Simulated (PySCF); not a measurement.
Isomers of C2H8N2O2Si2. The calculation used PBE0-D3(BJ)/def2-SVP geometry optimisation, gas phase in PySCF. Energies are electronic, without zero-point or thermal terms, for one conformer each. No frequencies were run at this level. Point groups hold within 0.08 Å.

Problem. Order them by energy at this level, lowest first, and give relative energies in kcal/mol.
A. `[CH3:1][O:2][C:3](=[O:4])[SiH:5]1[NH:6][SiH2:7][NH:8]1` with C1–O2–C3–O4 0°, O2–C3–Si5–N6 -56°
B. `[CH3:1][C:2](=[O:3])[O:4][SiH:5]1[NH:6][SiH2:7][NH:8]1` with C1–C2–O4–Si5 178°, C2–O4–Si5–N6 164°

Solution. B (0.0), A (43.6).

As drawn, the lower has an Si–O bond, which the higher lacks; the higher has an Si–C bond, which the lower lacks.

```tsv
SMILES	E (Eh)	E rel (kcal/mol)	dipole (D)	point group	A, B, C (MHz)
CC(=O)O[SiH]1N[SiH2]N1	-919.07252	0.0	1.68	C1	3908, 819.1, 767.8
COC(=O)[SiH]1N[SiH2]N1	-919.00298	43.6	1.90	near Cs	2940, 874.1, 781.0
```

Problem. How do the relative energies change in single points at KT2/pcSseg-1 (no added dispersion term) on the same geometries?

Solution. 
```csv
SMILES,PBE0-D3(BJ)/def2-SVP (kcal/mol),KT2/pcSseg-1 (kcal/mol),shift
CC(=O)O[SiH]1N[SiH2]N1,0.0,0.0,0.0
COC(=O)[SiH]1N[SiH2]N1,43.6,41.0,-2.6
```

Each column counts from its own lowest isomer. The order is unchanged; the largest shift is 2.6 kcal/mol.
